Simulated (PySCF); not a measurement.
Simulated absorption spectrum

Compound: CH₆NPSi.
InChI=1S/CH6NPSi/c1-2-4-3/h1,3-4H2

Computed with PySCF, TDDFT PBE0/def2-SVPD, vertical, gas phase, core orbitals frozen in the response. Geometry: GFN2-xTB, one conformer, isolated molecule. Torsions of this conformer, `[CH2:1]=[N:2][SiH2:3][PH2:4]`: C1–N2–Si3–P4 115°, H–P4–Si3–N2 -91°, H–P4–Si3–N2 176°.

Computed states:

```tsv
state	E (eV)	f
S1	3.94	0.0005
S2	5.31	0.028
S3	6.00	0.020
S4	6.40	0.042
S5	6.59	0.0040
S6	6.75	0.021
```

Broadening: Gaussians 0.4 eV wide at half height, area fixed by f = 4.319×10⁻⁹ ∫ε dν̃. The cross-section is σ = 3.8235×10⁻²¹ ε cm², given in Mb (10⁻¹⁸ cm²). The width is an assumption, not a result. The curve ends short of the highest state used, and states not computed would add to its high-energy end.

**Question.** What does the envelope look like, and where are its maxima?

**Answer.** 
| λ (nm) | σ (Mb) |
| --- | --- |
| 201.5 | 7.20 |
| 205.4 | 6.04 |
| 209.4 | 4.81 |
| 213.3 | 2.95 |
| 217.2 | 1.69 |
| 221.2 | 1.99 |
| 225.1 | 3.79 |
| 229.0 | 6.05 |
| 233.0 | 7.24 |
| 236.9 | 6.53 |
| 240.9 | 4.53 |
| 244.8 | 2.53 |
| 248.7 | 1.15 |
| 252.7 | 0.42 |
| 256.6 | 0.13 |
| 260.6 | 0.04 |
| 264.5 | 0.01 |
| 268.4 | 0.00 |
| 272.4 | 0.00 |
| 276.3 | 0.00 |
| 280.2 | 0.00 |
| 284.2 | 0.01 |
| 288.1 | 0.01 |
| 292.1 | 0.03 |
| 296.0 | 0.05 |
| 299.9 | 0.07 |
| 303.9 | 0.09 |
| 307.8 | 0.11 |
| 311.8 | 0.13 |
| 315.7 | 0.13 |
| 319.6 | 0.12 |
| 323.6 | 0.10 |
| 327.5 | 0.08 |
| 331.4 | 0.06 |
| 335.4 | 0.04 |
| 339.3 | 0.03 |
| 343.3 | 0.02 |
| 347.2 | 0.01 |
| 351.1 | 0.01 |
| 355.1 | 0.00 |
| 359.0 | 0.00 |
| 363.0 | 0.00 |
| 366.9 | 0.00 |
| 370.8 | 0.00 |

Maxima: 314 nm (3.94 eV), ε about 34, made up of S1 (100%); 233 nm (5.31 eV), ε about 1900, made up of S2 (100%) (ε in L mol⁻¹ cm⁻¹; maxima over ε = 5, shares over 10%). At its high-energy end, 6.15 eV, the curve is still rising (ε about 1900, from S3 and S4).

**Question.** On this curve, what absorbance would a 10⁻⁵ mol/L sample give at 222 nm over a 1 cm path?

**Answer.** 222 nm is 5.585 eV, where ε is about 590 L mol⁻¹ cm⁻¹, so A = ε c l ≈ 0.0059 (Beer–Lambert, with the gas-phase spectrum and the assumed width).

**Question.** What would ε be at 5.31 eV, the highest of these maxima, with half the width (0.2 eV)?

**Answer.** About 3790 L mol⁻¹ cm⁻¹ against 1900, a factor of about 2.00; a lone state at its own centre would give exactly 2.

**Question.** Coming from long wavelengths, where does ε first pass 100 L mol⁻¹ cm⁻¹?

**Answer.** At about 253 nm (4.90 eV), 0.96 eV above S1.
